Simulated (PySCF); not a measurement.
Computed shifts of a molecule CH7NSi2, B3LYP/pcSseg-1 in PySCF, GIAO, gas phase, atoms alike by connectivity averaged where their shifts nearly agree, in ppm (number of nuclei): ¹³C: 43.9 (1). ¹⁵N: 32.1 (1). ²⁹Si: -22.3 (1), -41.0 (1). ¹H: 5.75 (2), 4.72 (2), 3.76 (2), 0.19 (1). References: ¹³C against TMS (σ = 181.3 ppm); ¹⁵N against NH3 (σ = 265.5 ppm); ²⁹Si against TMS (σ = 338.7 ppm); ¹H against TMS (σ = 31.68 ppm), references at their B3LYP-D3(BJ)/def2-TZVP geometries, non-relativistic. Geometry: B3LYP-D3(BJ)/def2-SVP. The values are those of a single conformer.

Problem. Which molecule gave these data?
(A) C1N[SiH2][SiH2]1
(B) C1[SiH2]N[SiH2]1
(C) [SiH3]/C=N\[SiH3]

Solution. A, C1N[SiH2][SiH2]1
